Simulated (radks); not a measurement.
The numbers below are computed, except where a source is named.
Ho44+, 23 electrons, occupied as [Ar] 3d5 (the NIST ground configuration). Code: a radial shooting solver on a logarithmic mesh with Libxc functionals. Model: scalar-relativistic Kohn-Sham, LDA (Slater exchange, VWN5 correlation), spin-polarised, spherical densities, finite nucleus; open shells are filled with parallel spins first (spin-orbit coupling, left out, can overturn this in heavy ions); Fermi nuclear charge, rms radius 5.2022 fm.

Unscreened Slater integrals over Kohn-Sham orbitals (eV). They are taken over the spin-up orbitals.

integral    value
F0(3d,3d)  128.04
F2(3d,3d)  65.980
F4(3d,3d)  42.631
F0(3d,3p)  118.77
F2(3d,3p)  57.093
G1(3d,3p)  61.067
G3(3d,3p)  40.814
F0(3d,3s)  117.55
G2(3d,3s)  46.761
F0(3d,2p)  162.55
F2(3d,2p)  48.673
G1(3d,2p)  45.352
G3(3d,2p)  26.128
F0(3p,3p)  113.38
F2(3p,3p)  56.864
F0(3p,3s)  112.21
G1(3p,3s)  72.978
F0(3p,2p)  150.53
F2(3p,2p)  37.730
G0(3p,2p)  15.051
G2(3p,2p)  16.552
F0(3s,3s)  111.34
F0(3s,2p)  146.04
G1(3s,2p)  14.819
F0(2p,2p)  319.33
F2(2p,2p)  151.14

Derived for the open shells (J is the average intra-shell exchange parameter used in DFT+U). 3d: Racah B = F2/49 - 5 F4/441 = 0.8632 eV, C = 35 F4/441 = 3.383 eV, C/B = 3.92, F4/F2 = 0.646, J = (F2 + F4)/14 = 7.758 eV.
